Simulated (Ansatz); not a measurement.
C$_{2}$H$_{4}$SiZn, SMILES `C=[C]1[SiH2][Zn]1`. Total charge 0; spin multiplicity 1. For Zn the d shell is correlated and the shells below it are frozen. Scalar relativity is left out up to krypton.

```tsv
atom	x (Å)	y (Å)	z (Å)
C1	1.2187	0.7616	0.5154
C2	0.3519	0.3292	-0.3919
Si3	-1.1581	-0.7952	-0.2009
Zn4	-1.0695	1.1538	-1.5619
H5	2.0078	1.4707	0.2718
H6	1.2002	0.4234	1.5543
H7	-1.1107	-1.8297	-1.2750
H8	-1.4401	-1.5138	1.0883
```

(1) Give the diagnostics of a CCSD(T)/def2-TZVPP run (frozen core, Ansatz 0.2.0). (Best estimate.)

Answers

(1) The calculation gave: T1 = 0.0217, largest single amplitude 0.068, largest double 0.088, (T) share of the correlation energy 4.5 %, 15 CCSD cycles. The RHF solution is unstable towards an unrestricted one. T1 lies over the customary mark of 0.02 for closed shells; compounds of d metals often pass it without a breakdown.
